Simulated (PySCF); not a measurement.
C2H5AlClF, SMILES C[CH2][Al]([F])[Cl]. Atoms are numbered in the order given.

```xyz
10

Al     0.2111     0.1347     0.0000
F      1.8666    -0.0419     0.0000
Cl    -0.5054     2.1104     0.0000
C     -0.9642    -1.4129     0.0000
C     -0.2723    -2.7848     0.0000
H     -1.6342    -1.3094     0.8739
H     -1.6342    -1.3094    -0.8739
H      0.3707    -2.9179    -0.8847
H      0.3707    -2.9179     0.8847
H     -1.0047    -3.6092     0.0000
```

Geometry optimised at B3LYP-D3(BJ)/def2-SVP. The structure was generated by enumeration; whether it is a known compound was not checked. Other conformers were not sampled.

Two levels are set side by side: PBE/pcSseg-1 (PySCF) and HF/pcSseg-1 (PySCF). GIAO shifts against CFCl3 (¹⁹F), HCl (³⁵Cl), TMS (¹H), TMS (¹³C) at the same level; non-relativistic, no solvent, atoms listed together averaged. Without spin–orbit terms, shifts of atoms bonded to Cl or Br come out too high at both levels. Differences are taken from unrounded values.

```csv
quantity,HF
δ(¹⁹F) of F2 (ppm),-123.7
δ(³⁵Cl) of Cl3 (ppm),-35.8
δ(¹³C) of C4 (ppm),-0.8
δ(¹³C) of C5 (ppm),11.4
"δ(¹H) of H6, H7 (ppm)",0.56
```

What does PBE give, and how far is it from HF? (Estimate from the structure and the level; the computed values follow.)


```csv
quantity,PBE,PBE minus HF
δ(¹⁹F) of F2 (ppm),-151.4,-27.7
δ(³⁵Cl) of Cl3 (ppm),35.0,70.8
δ(¹³C) of C4 (ppm),5.9,6.8
δ(¹³C) of C5 (ppm),12.6,1.2
"δ(¹H) of H6, H7 (ppm)",0.92,0.36
```

Rough cost on one machine, each run with all the roots and properties that it gave: HF against PBE within a factor of 2.
